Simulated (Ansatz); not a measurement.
The cluster HfAl6, relaxed as a singlet with RKS r2SCAN-D4/def2-SVP in Ansatz, starting from the GFN1-xTB geometry. Force threshold 0.02 eV/Å.

In the def2 sets Hf takes a core potential; there is no spin–orbit coupling. The structure comes from a short search, and lower isomers may exist.

Start:

```xyz
7

Hf    1.564    0.609    0.421
Al   -1.019   -0.828    2.313
Al    0.655   -2.179    0.858
Al   -1.219    2.106   -1.046
Al   -1.002    1.635    1.501
Al    0.557   -1.935   -1.724
Al    0.464    0.591   -2.323
```

(1) Estimate the energy that the relaxation releases and the steps that it takes.

(2) Does the start keep its bonding and symmetry?

(3) Predict the relaxed structure.

Answers

(1) 81.4 kcal/mol, in 26 steps; 2.5 min on 4 threads of Arm Neoverse V1 on a shared host. No frequencies were taken in this run, so the end may be a saddle point.

(2) Bonds formed: Al2–Al4, Al2–Al7, Al3–Al5, Al3–Al7 (atoms count from 1). Metal–metal contacts that move far: Hf1–Al4 3.48 to 2.76 Å, Hf1–Al6 3.48 to 2.76 Å. Point group Cs at the start, Cs at the end, both within 0.05 Å.

(3) 
Cartesian coordinates in Å:
```
Hf 1.5368 0.9460 -0.6142
Al -1.9431 -0.4318 1.0134
Al 0.4953 -1.2568 0.8857
Al -1.0595 1.8192 -0.2893
Al 0.1768 1.1388 1.7791
Al 1.5926 -1.6705 -1.4827
Al -0.7990 -0.5449 -1.2921
```
Bond lengths (bridged metal pairs left out): 10 × Al–Al 2.50 to 2.75 Å; 5 × Al–Hf 2.76 to 2.86 Å.
